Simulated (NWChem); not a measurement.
## Worked example: vertical ionisation energy of C8H18 (SMILES CCCCCC(C)C)

C8H18: 26 atoms, total charge 0, spin state singlet. SMILES: `CCCCCC(C)C`. The shape is that of a PBE0-D4/def2-TZVP optimisation. This is one conformer, not always the lowest.

Both states at this one shape; open shells run unrestricted unless said. 1 Eh = 27.2114 eV.

| level | program | singlet C8H18 (Eh) | doublet [C8H18]+ (Eh) |
| --- | --- | --- | --- |
| MP2/SBKJC-VDZ (core potential), all electrons correlated | NWChem | -54.864189 | -54.473597 |
| MP2/MIDI!, 8 core orbitals frozen | NWChem | -312.279456 | -311.885909 |

Work out the vertical ionisation energy at each level.


1. MP2/SBKJC-VDZ (core potential): -54.473597 − (-54.864189) = 0.390592 Eh = 10.63 eV.
2. MP2/MIDI!: -311.885909 − (-312.279456) = 0.393547 Eh = 10.71 eV.

No measured value is set beside it here; the levels span 10.63 to 10.71 eV.
